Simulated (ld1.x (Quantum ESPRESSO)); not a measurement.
## What one change does to a pseudopotential (O (Z = 8), PAW)

O (Z = 8), PAW, made with ld1.x (Quantum ESPRESSO) 7.5 (PBEsol, non-relativistic). Core [He], reference 2s2 2p3.5 (charge +0.5). Waves: 2s (bound): rcut 0.60, rcutus 0.65 bohr; 2s channel at -1.15 Ry: rcut 0.60, rcutus 0.65 bohr; 2p (bound): rcut 1.20, rcutus 1.35 bohr; 2p channel at 1.25 Ry: rcut 1.20, rcutus 1.35 bohr. Local part: all-electron potential smoothed inside 1.10 bohr (lloc = -2). Core correction: a·sin(br)/r model core, default radius (ld1.x builds one for every PAW set, though the input has nlcc=.false.). Augmentation charge: GAUSS, radius 0.65 bohr.

Change: all radii but the core radius scaled by about 1.10 (s 0.72, p 1.48 bohr, rcut 0.66/1.32); local potential all-electron potential smoothed inside 1.20 bohr (lloc = -2); augmentation GAUSS, radius 0.72 bohr.

Cutoffs: the cutoffs (Ry, on a coarse ladder) from which the occupation-weighted sum of valence levels, in a spherical-Bessel basis at the reference potential, stays within 10 and 1 mRy of its value at 400 Ry; they do not see the model core or the augmentation charge, which bear on the density cutoff. Errors are all-electron minus pseudo energies relative to the spin-unpolarised reference configuration.

What does the change do?

The potential gets softer (90 Ry and 120 Ry → 70 Ry and 90 Ry); of the 7 tests that both files solve, the error grows in 3 and shrinks in 1 by more than 15 % and 0.3 meV (median size 1.2 → 1.0 meV); neither file shows a bound ghost. A larger radius leaves more room for a smooth pseudo-wave, so fewer plane waves are needed.

| quantity | base | changed |
| --- | --- | --- |
| cutoff, loose | 90 Ry | 70 Ry |
| cutoff, tight | 120 Ry | 90 Ry |
| loose cutoff by channel (10 mRy a level) | s 80 Ry, p 35 Ry | s 55 Ry, p 25 Ry |
| bound ghosts | none | none |
| error for 2s2 2p4, meV [ΔE -6.26 eV] | 0.0 | +0.1 |
| error for 2s2 2p3, meV [ΔE 10.11 eV] | 0.0 | 0.0 |
| error for 2s2 2p2, meV [ΔE 43.59 eV] | -1.3 | -1.7 |
| error for 2s1 2p4, meV [ΔE 25.19 eV] | +1.2 | +1.0 |
| error for 2s1 2p5, meV [ΔE 8.54 eV] | +1.6 | +2.2 |
| error for 2s2 2p0, meV [ΔE 173.95 eV] | -18 | -23 |
| error for 2s0 2p6, meV [ΔE 23.38 eV] | -1.0 | -0.5 |
| lowest overlap eigenvalue by channel | s 0.54, p 1.00 | s 0.51, p 0.58 |
